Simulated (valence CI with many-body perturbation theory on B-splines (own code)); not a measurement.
**Sm²⁰⁺: magnetic and hyperfine properties of the levels**

Calculated by configuration interaction combined with many-body perturbation theory (CI+MBPT): six valence electrons over a frozen Dirac-Fock core [Kr], radial functions for each j: 7 s, 7 p, 8 d, 6 f, 4 g, 1 h, with the one-electron correlation potential Σ1, the two-electron term Σ2, the three-electron term Σ3, Breit, model QED; selected CI, second order for the rest, scaled by the run's own slope (own B-spline code, finite nucleus).

No measured spectrum was set against this ion. As an estimate, terms of the open shell hold to 2 to 4 % of their energy, and close levels can change places. Core correlation moves these levels by up to 9800 cm⁻¹, and in measured spectra 5 to 20 % of such shifts remained as error; rates that hang on mixing are uncertain with them. Among the levels kept, up to 1000 cm⁻¹ of a level comes from second order outside the variational space, and about a tenth of that is noise between levels of different J, which matters for small intervals. Only levels of the ground parity were solved; by the run's estimate the other parity begins above the list, which can be wrong where configurations are misplaced.

A/g_I is the dipole constant over the nuclear g factor μ/I (μ in nuclear magnetons, uniformly magnetised nucleus), B/Q the quadrupole constant per barn. Both hold the static response of the core; the bare values leave it out. Large factors of s and p1/2 electrons are usually good to 5 to 10 %; those of open d and f shells near neutrality can be off by tens of per cent, and small factors of p3/2, d and f electrons come from cancelling terms and can be off by a factor of two or in sign, in half-filled shells by more. B is blank for J = 1/2, where it vanishes, and for nearly pure S terms. Energies count from the lowest level. Levels with J = 0 are left out.

Levels are named by their leading jj configuration (3d3/2^4 stands for four electrons in 3d with j = 3/2), which in mixed levels can hold well under half, so a name can repeat and another be missing. Letters in brackets count levels of one name in rising energy.

```csv
Level,E (cm⁻¹),g,A/g_I (MHz),A/g_I bare,B/Q (MHz/b),B/Q bare
(4d3/2^4 4d5/2^2) J=4,0.0,1.379,2960,3460,7750,7390
(4d3/2^4 4d5/2^2) J=2,15480,1.380,2970,3470,-2800,-2650
(4d3/2^3 4d5/2^3) J=3 [a],32216,1.439,1580,2170,1180,1120
(4d3/2^3 4d5/2^3) J=1 [a],41541,1.419,2540,3100,-2710,-2570
(4d3/2^3 4d5/2^3) J=4 [a],46855,1.101,4300,4350,5500,5250
(4d3/2^3 4d5/2^3) J=5,60967,1.123,4830,4920,2990,2860
(4d3/2^3 4d5/2^3) J=6,61968,1.126,5290,5390,-6020,-5750
(4d3/2^3 4d5/2^3) J=2 [a],71172,0.957,5970,5790,-5450,-5180
(4d3/2^3 4d5/2^3) J=3 [b],73340,1.017,6270,6190,3460,3270
(4d3/2^2 4d5/2^4) J=2 [a],80499,1.302,2800,3170,-375,-360
(4d3/2^3 4d5/2^3) J=1 [b],93910,0.889,5550,5270,4200,4000
(4d3/2^3 4d5/2^3) J=4 [b],94542,0.990,6100,5970,-2290,-2180
(4d3/2^3 4d5/2^3) J=2 [b],98231,1.209,3740,3970,6920,6610
(4d3/2^2 4d5/2^4) J=4 [a],101440,1.115,5380,5460,-208,-184
(4d3/2^3 4d5/2^3) J=3 [c],105330,1.208,4360,4580,-6460,-6160
(4d3/2^2 4d5/2^4) J=5,107780,1.106,5450,5510,-4820,-4580
(4d3/2^3 4d5/2^3) J=3 [d],112540,1.083,4860,4880,-6400,-6100
(4d3/2^2 4d5/2^4) J=3,117640,0.926,7260,7040,660,635
(4d3/2^2 4d5/2^4) J=6,117850,1.037,6060,6010,-7670,-7300
(4d3/2^2 4d5/2^4) J=1,130180,1.190,4760,4960,-929,-886
(4d3/2^2 4d5/2^4) J=4 [b],135240,1.051,6210,6180,298,284
(4d3/2^2 4d5/2^4) J=2 [b],135290,1.054,5930,5910,-4120,-3950
(4d3/2 4d5/2^5) J=1,151230,1.496,-964,-285,-2010,-1910
(4d3/2^2 4d5/2^4) J=2 [c],157530,0.781,8780,8320,-2290,-2180
(4d3/2^2 4d5/2^4) J=4 [c],159990,1.178,4480,4660,-7230,-6880
(4d3/2 4d5/2^5) J=4,183570,1.024,5990,5910,-5470,-5190
(4d3/2 4d5/2^5) J=2,188270,1.302,3410,3780,-8090,-7720
(4d3/2 4d5/2^5) J=3,190560,1.066,5680,5670,-8910,-8510
(4d3/2^2 4d5/2^4) J=2 [d],206000,1.001,6410,6310,8740,8350
```

(1) Take the isotope of mass number 147, with I = 7/2, μ = -0.809 μN and Q = -0.26 b. What is the hyperfine structure of (4d3/2^3 4d5/2^3) J=1 [a]?

Results:

(1) From the table A = -587 MHz, B = 704 MHz. Shifts from the centre of gravity in MHz: F = 5/2: 3020, F = 7/2: 84.1, F = 9/2: -1880.
